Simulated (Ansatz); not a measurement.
```yaml
crystal:
  periodic: [false, false, false]
  atoms:
    - {symbol: Si, position_ang: [-0.148301, 1.297400, -0.827115]}
    - {symbol: N, position_ang: [-0.462439, -0.219649, -0.116834]}
    - {symbol: Si, position_ang: [0.560346, -1.175950, 0.854770]}
    - {symbol: Ag, position_ang: [-2.417735, -0.843943, -0.211056]}
    - {symbol: H, position_ang: [-0.649068, 1.360070, -2.233585]}
    - {symbol: H, position_ang: [-0.805052, 2.439766, -0.119078]}
    - {symbol: H, position_ang: [1.320338, 1.564955, -0.840861]}
    - {symbol: H, position_ang: [0.490715, -2.618723, 0.472123]}
    - {symbol: H, position_ang: [1.975636, -0.722234, 0.714152]}
    - {symbol: H, position_ang: [0.218759, -1.132893, 2.310486]}
basis:
  gaussian: {orbitals: def2-SVP, fitting: {mean_field: cc-pVTZ-jkfit}}
magnetization: {spin_polarized: true, initial_magnetization: 0}
hamiltonian: {xc: {name: PBE0}, dispersion: rvv10}
```

```sh
$ ansatz run in.yaml --threads 4 --pin off --events-out ev --progress --plain --max-ram 10444MiB
```

**Question.** How does Ansatz answer? (Estimate.)

**Answer.** Computed: The input was rejected before any iteration.
```
Error: inconsistent input (hamiltonian.dispersion, hamiltonian.xc): `dispersion: rvv10` has no transferable b for PBE exchange — Sabatini et al. (2013) fitted b=6.3 to rPW86, and the PBE refits of Peng & Perdew (2017) are task-dependent (b=6.6 S22 / b=10.0 layered). Use `xc: {exchange: rpw86, correlation: pbe}` for the original rVV10 or `xc: r2scan` for the r²SCAN+rVV10 pairing
```
